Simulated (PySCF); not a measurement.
PySCF input:

```python
from pyscf import gto, scf, dft

mol = gto.M(
    atom='''
    Ga    0.06898587    0.01230400    0.02072653
    H    -0.86655961   -1.41500440   -0.26921292
    H    -1.27200235    1.03358047   -0.37330959
    ''',
    basis='def2-tzvpd',
    charge=-1,
    spin=0,
    verbose=4,
)

mf = dft.RKS(mol, xc='m062x').density_fit(auxbasis='def2-universal-jkfit')
mf.grids.level = 4
mf.conv_tol = 1e-9
mf.max_cycle = 100
mf.max_memory = 1500
mf.kernel()
if not mf.converged:
    mf = mf.newton()
    mf.kernel(mf.make_rdm1())
mf.analyze()
```

Problem. Which total energy does the run end on?

Solution. -1926.00968 Eh (M06-2X/def2-TZVPD).
